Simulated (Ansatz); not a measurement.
Reaction (β-hydride elimination): `CN[SiH]([SiH3])Cl` → `[SiH3][SiH2]Cl` + `C=N`

Computed with Ansatz on PBE0-D4/def2-TZVP structures; ΔE is electronic, products minus reactants. CCSD(T)/CBS adds triple-zeta CCSD(T) − MP2 to the extrapolated MP2 energy (def2 sets, frozen cores). This one scheme is used for every species. DFT in def2-TZVPP. One conformer a species, not always the lowest.

`CN[SiH]([SiH3])Cl`:

Cartesian coordinates in Å:
```
C -0.641 0.677 1.654
N -0.213 -0.625 1.185
Si 0.746 -0.893 -0.195
Si -0.110 0.224 -2.063
Cl 2.710 -0.210 -0.014
H 0.063 1.130 2.362
H -0.735 1.360 0.807
H -1.622 0.616 2.133
H -0.176 -1.322 1.913
H 0.845 -2.364 -0.361
H 0.748 -0.068 -3.241
H -1.501 -0.219 -2.350
H -0.115 1.694 -1.829
```

`[SiH3][SiH2]Cl`:

```xyz
8

Si   -0.611    0.599    0.849
Si    0.499   -0.483   -0.901
Cl    1.811   -1.862   -0.100
H    -1.565    1.597    0.294
H     0.380    1.295    1.711
H    -1.359   -0.398    1.658
H    -0.444   -1.216   -1.784
H     1.288    0.467   -1.725
```

`C=N`:

Cartesian coordinates in Å:
```
C 0.240 -0.029 0.306
N -0.709 -0.438 -0.415
H 0.818 0.885 0.124
H 0.525 -0.614 1.183
H -0.873 0.197 -1.198
```

Question: Is it downhill or uphill in electronic energy at CCSD(T)/CBS, and by how much? (An estimate is asked.)

Answer: The calculation gave: Uphill: ΔE = +188.2 kJ/mol.

Question: What do these levels give: r2SCAN0-D4, PBE-QIDH, PBE0, r2SCANh, BHLYP, CAM-B3LYP, LC-ωPBE, CCSD/def2-SVP, HF/def2-TZVPP, MP2/def2-TZVPP, HF/def2-QZVPP, HF/CBS(def2)? (Estimate.)

Answer: Computed: r2SCAN0-D4 205.7, PBE-QIDH 204.0, PBE0 191.8, r2SCANh 196.0, BHLYP 182.0, CAM-B3LYP 183.2, LC-ωPBE 200.3, CCSD/def2-SVP 170.8, HF/def2-TZVPP 159.4, MP2/def2-TZVPP 197.1, HF/def2-QZVPP 159.8, HF/CBS(def2) 159.8 kJ/mol.

Largest T1 diagnostic among the species: 0.012.

The D4 term adds +19.2 kJ/mol with B3LYP and +10.8 kJ/mol with PBE0; it sums over pairs of atoms, weighted by their polarisabilities, and B3LYP, whose exchange is more repulsive, gets the larger term. From BLYP to BHLYP (50 % exact exchange), in def2-TZVPP and without D4, ΔE moves by +35.0 kJ/mol. Leaving LDA and LC-ωPBE aside and taking each functional with its dispersion term where it has one, the values, not all of them listed here, spread over 33.9 kJ/mol, from BLYP-D4 to r2SCAN0-D4. LDA lies +54.5 kJ/mol from PBE without D4.

B3LYP here is the variant with VWN-RPA as its local correlation; programs differ in this.
